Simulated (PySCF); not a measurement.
H$_{2}$ClNSe (SMILES N[Se]Cl), singlet, at a GFN2-xTB geometry. Base run: DF-R2SCAN/def2-SVPD run with PySCF.

Here is a job for PySCF.
```python
from pyscf import gto, scf, dft

mol = gto.M(
    atom='''
Se   -0.024104   -0.299098    0.556489
Cl    0.357616    1.423452   -0.717682
N    -0.565512   -1.548970   -0.620872
H     0.140614   -1.842268   -1.286514
H    -1.441960   -1.344292   -1.087414
''',
    basis='def2-svpd',
    charge=0,
    spin=0,
    verbose=4,
    max_memory=1800,
)

mf = dft.RKS(mol)
mf.xc = 'r2scan'
mf = mf.density_fit(auxbasis='def2-universal-jkfit')
mf.kernel()
```

The job was repeated with other settings on one machine. Differences are taken from the largest basis of the diffuse def2 family in the series, which isn't the basis-set limit (def2-QZVPPD: -5.759 eV). The cheapest run took roughly 16 core-seconds.

| setting | basis functions | cost, times the cheapest (rough) | difference in HOMO energy (eV) |
|---|---|---|---|
| def2-SVPD | 104 | 1 | -0.050 |
| def2-TZVPD | 158 | 2 | 0.000 |
| def2-TZVPPD | 179 | 2 | 0.000 |
| def2-QZVPPD | 306 | 4 | reference |

Times come from a shared machine, hold the start-up and are rough.
